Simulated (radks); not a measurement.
Values are calculated unless marked as measured or tabulated.
Question: Ionisation of In, [Kr] 4d10 5s2 5p1, to In+, [Kr] 4d10 5s2, under several functionals. Scalar-relativistic Kohn-Sham, spin-polarised, spherical densities, finite nucleus; open shells are filled with parallel spins first (spin-orbit coupling, left out, can overturn this in heavy ions); a radial shooting solver on a logarithmic mesh with Libxc functionals. Known Delta-SCF values: TASK exchange with Perdew-Wang LDA correlation 5.187 eV; OLYP 5.232 eV. What does LDA (Slater exchange, Perdew-Zunger correlation) give, and what is its highest occupied eigenvalue?

Answer: 5.711 eV by Delta-SCF; the 5p eigenvalue is -2.891 eV. NIST: 5.786 eV (measured).
